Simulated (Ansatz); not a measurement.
C$_{2}$H$_{8}$GaNSi at its PBE0-D4/def2-TZVP geometry, where that method's forces vanish. Charge 0, multiplicity 1. The bonds changed during the relaxation, so this is another structure than the one it started from.

| atom | x (Å) | y (Å) | z (Å) |
| --- | --- | --- | --- |
| C1 | -2.077 | -0.645 | -0.170 |
| Si2 | -0.708 | -0.295 | 1.049 |
| C3 | 0.819 | 0.268 | 0.115 |
| N4 | 1.495 | 1.348 | 0.250 |
| Ga5 | 2.250 | 0.094 | -1.267 |
| H6 | -1.761 | -1.402 | -0.891 |
| H7 | -2.347 | 0.259 | -0.720 |
| H8 | -2.968 | -1.012 | 0.344 |
| H9 | -0.330 | -1.526 | 1.795 |
| H10 | -1.104 | 0.764 | 2.026 |
| H11 | 1.231 | 2.044 | 0.953 |
| H12 | 1.921 | 0.684 | -2.676 |
| H13 | 3.579 | -0.583 | -0.809 |

(1) For each bond, give half the difference of the two atoms' forces along it (eV/Å; positive pushes the atoms apart) under PBE-D4, r2SCAN-D4, B3LYP-D4, ωB97M-V in def2-TZVPP. (Estimate.)

Results:

(1) The calculation gave: 
| bond | length (Å) | PBE-D4 | r2SCAN-D4 | B3LYP-D4 | ωB97M-V |
| --- | --- | --- | --- | --- | --- |
| C1–Si2 | 1.866 | 0.01 | 0.01 | 0.13 | 0.06 |
| C1–H6 | 1.092 | 0.11 | -0.01 | -0.04 | -0.04 |
| C1–H7 | 1.092 | 0.11 | -0.01 | -0.04 | -0.04 |
| C1–H8 | 1.092 | 0.10 | -0.02 | -0.04 | -0.05 |
| Si2–C3 | 1.877 | -0.23 | -0.10 | -0.06 | 0.01 |
| Si2–H9 | 1.488 | 0.08 | -0.02 | -0.10 | -0.13 |
| Si2–H10 | 1.494 | 0.08 | -0.02 | -0.09 | -0.13 |
| C3–N4 | 1.282 | 0.55 | 0.29 | 0.12 | 0.18 |
| C3–Ga5 | 1.997 | 0.25 | 0.11 | 0.21 | 0.08 |
| N4–Ga5 | 2.108 | 0.18 | 0.05 | 0.24 | 0.14 |
| N4–H11 | 1.024 | 0.15 | 0.02 | -0.09 | -0.15 |
| Ga5–H12 | 1.562 | -0.02 | -0.09 | -0.08 | -0.10 |
| Ga5–H13 | 1.561 | -0.03 | -0.09 | -0.08 | -0.10 |

B3LYP here is the variant with VWN-RPA as its local correlation; programs differ in this.

All numbers were calculated with Ansatz.
